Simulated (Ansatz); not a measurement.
# Nudged elastic band run: AlC₁₈

Input:

```yaml
crystal:
  lattice:
    - [7.398, 0.0, 0.0]
    - [-3.699, 6.406856, 0.0]
    - [0.0, 0.0, 11.0]
  atoms:
    - { symbol: C, position: [-0.00018771, 0.00079054, 0.08832414] }
    - { symbol: C, position: [0.22147696, 0.11080644, 0.0882064] }
    - { symbol: C, position: [-0.00018853, 0.33247557, 0.08832888] }
    - { symbol: C, position: [0.22147666, 0.44412324, 0.08820683] }
    - { symbol: C, position: [0.00055905, 0.66700507, 0.08808923] }
    - { symbol: C, position: [0.22257798, 0.77801542, 0.08834118] }
    - { symbol: C, position: [0.33260097, -0.00031798, 0.08820991] }
    - { symbol: C, position: [0.55426402, 0.10969432, 0.08829956] }
    - { symbol: C, position: [0.33148229, 0.33246763, 0.08828232] }
    - { symbol: C, position: [0.55351341, 0.44348222, 0.08798605] }
    - { symbol: C, position: [0.33260061, 0.6663715, 0.08820935] }
    - { symbol: C, position: [0.5542632, 0.77802339, 0.08829473] }
    - { symbol: C, position: [0.66591763, -0.00031451, 0.0882053] }
    - { symbol: C, position: [0.88816668, 0.11081006, 0.08821138] }
    - { symbol: C, position: [0.66528714, 0.33172205, 0.08801624] }
    - { symbol: C, position: [0.88880862, 0.44349441, 0.08806802] }
    - { symbol: C, position: [0.6652859, 0.66701743, 0.08800777] }
    - { symbol: C, position: [0.8888099, 0.7787678, 0.08805971] }
    - { symbol: Al, position: [0.77562052, 0.55465199, 0.27810771] }
magnetization:
  spin_polarized: true
basis:
  ecutwfc: 420.0
kpoints:
  mp_grid: { grid: [2, 2, 1] }
hamiltonian:
  xc: pbe
scf:
  occupations: { method: gaussian, width: 0.05 }
  lower_state_search: "off"
neb:
  images: 5
  f_tol: 0.03
  initial_path: linear
  max_iterations: 65
  spring: 2.0
  final_atoms:
    - { symbol: C, position: [0.00055905, 0.0003384, 0.08808923] }
    - { symbol: C, position: [0.22257798, 0.11134875, 0.08834118] }
    - { symbol: C, position: [-0.00018771, 0.33412387, 0.08832414] }
    - { symbol: C, position: [0.22147696, 0.44413977, 0.0882064] }
    - { symbol: C, position: [-0.00018853, 0.6658089, 0.08832888] }
    - { symbol: C, position: [0.22147666, 0.77745657, 0.08820683] }
    - { symbol: C, position: [0.33260061, -0.00029517, 0.08820935] }
    - { symbol: C, position: [0.5542632, 0.11135672, 0.08829473] }
    - { symbol: C, position: [0.33260097, 0.33301535, 0.08820991] }
    - { symbol: C, position: [0.55426402, 0.44302765, 0.08829956] }
    - { symbol: C, position: [0.33148229, 0.66580096, 0.08828232] }
    - { symbol: C, position: [0.55351341, 0.77681555, 0.08798605] }
    - { symbol: C, position: [0.6652859, 0.00035076, 0.08800777] }
    - { symbol: C, position: [0.8888099, 0.11210113, 0.08805971] }
    - { symbol: C, position: [0.66591763, 0.33301882, 0.0882053] }
    - { symbol: C, position: [0.88816668, 0.44414339, 0.08821138] }
    - { symbol: C, position: [0.66528714, 0.66505538, 0.08801624] }
    - { symbol: C, position: [0.88880862, 0.77682774, 0.08806802] }
    - { symbol: Al, position: [0.77562052, 0.88798532, 0.27810771] }
  order_check: true
```

Command:

```bash
$ ansatz run input.yaml --threads 2 --pin off --max-ram 5120MiB --backend cpu --events-out ev --progress --plain --runs-dir out
```

Output, in part (warnings, iteration lines):

```
NEB end point (image 0): max|allowed force component| = 5.509e-3 eV/Å (the criterion of neb.relax_end_points is 1.000e-2)
NEB end point (image 6): max|allowed force component| = 5.517e-3 eV/Å (the criterion of neb.relax_end_points is 1.000e-2)
NEB iter   1: max|band force component| = 8.107e-1 eV/Å  barrier→ = 0.2213 eV  barrier← = 0.2213 eV  Δτ_max = 0.0294 Å  (73 SCF iters)
NEB iter   2: max|band force component| = 3.790e-1 eV/Å  barrier→ = 0.1848 eV  barrier← = 0.1848 eV  CI = image 3  Δτ_max = 0.0329 Å  (33 SCF iters)
NEB iter   3: max|band force component| = 5.236e-2 eV/Å  barrier→ = 0.1747 eV  barrier← = 0.1747 eV  CI = image 3  Δτ_max = 0.0060 Å  (33 SCF iters)
NEB iter   4: max|band force component| = 6.344e-3 eV/Å  barrier→ = 0.1745 eV  barrier← = 0.1745 eV  CI = image 3  CI's point: of a kind that is not told: the force calls were inconclusive, a negative curvature could not be distinguished from the path's own, the only one lies far off the path, or fixed occupations may fill a level only in part  Δτ_max = 0.0000 Å  (244 SCF iters)
```

It converged. By the program's own check the climbing image is of a kind that is not told: the force calls were inconclusive, a negative curvature could not be distinguished from the path's own, the only one lies far off the path, or fixed occupations may fill a level only in part (lowest curvatures found: -0.58 and 0.14 eV/Å²). Limits of this set-up: slab without dipole correction, a typed lattice constant that wasn't relaxed here.

Final band:

```csv
image,path coordinate (Å),energy (eV)
0,0.00,0.000
1,0.40,0.044
2,0.80,0.131
3,1.21,0.174
4,1.61,0.131
5,2.01,0.044
6,2.41,0.000
```

The run took 2.2 min on 2 threads of INTEL(R) XEON(R) PLATINUM 8581C CPU @ 2.10GHz (Emerald Rapids) (shared host), peak memory 1.7 GiB.
